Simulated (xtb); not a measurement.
xtb input (GFN2-xTB):

```bash
xtb mol.xyz --gfn 2 --ohess tight --chrg 0 --uhf 0
```
mol.xyz:
```
15

C      2.53498835    -1.10168923    -0.89894952
C      1.68595035    -1.09428227     0.17693538
C      1.09323015     0.19162046     0.75666241
Si    -0.71251511     0.35057487     0.14758703
O     -1.44832130    -0.91494417     0.80383339
O     -0.67453280     0.34753446    -1.50578991
O     -1.39662942     1.69457455     0.64119571
H      2.90600944    -0.13080281    -1.37592114
H      2.95334872    -1.97296613    -1.27950675
H      1.41357133    -2.00311823     0.61503270
H      1.08876226     0.13098149     1.81446938
H      1.61905951     1.07863493     0.48665098
H     -2.44695781    -0.98170797     0.69229847
H     -0.13080231    -0.26652931    -1.97267726
H     -1.40327536     2.42570243    -0.04167032
```

End of the output:

```
optimized geometry written to: xtbopt.xyz

           -------------------------------------------------
          | TOTAL ENERGY              -24.534143864220 Eh   |
          | TOTAL ENTHALPY            -24.412283256146 Eh   |
          | TOTAL FREE ENERGY         -24.458564808765 Eh   |
          | GRADIENT NORM               0.000236458720 Eh/α |
          | HOMO-LUMO GAP               5.063207690872 eV   |
           -------------------------------------------------

------------------------------------------------------------------------
------------------------------------------------------------------------
 total:
 SCF:
 ANC optimizer:
 analytical hessian:
```
